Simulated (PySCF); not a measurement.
## HoB at PBE0

Level: PBE0. basis Ho x2c-SVPall, B x2c-SVPall; spin-free X2C with a Gaussian nucleus; PySCF 2.14.

For HoB, the state is septet, about 10.9 electrons in the 4f shell (Mulliken), real f orbitals that mix terms. The bond length is 0.2349 nm and the harmonic wavenumber is 436 cm⁻¹. The force constant is 1.16 mdyn/Å, the rotational constant Be is 0.2959 cm⁻¹ and the anharmonicity ωexe is 2.03 cm⁻¹. The vibration–rotation constant αe is 0.00161 cm⁻¹ and the well depth De to Ho (4f11 6s2) + B is 1.13 eV. The dissociation energy D0 is 1.11 eV and the bond order (Mayer) is 1.74. The dipole moment (positive dipole means Ho(−)B(+)) is -5.33 D.

Spin–orbit coupling is left out, which matters for elements this heavy, above all for dissociation energies. The state is the lowest single determinant that the PBE0 search found; with open d or f shells the true ground state can be another one.
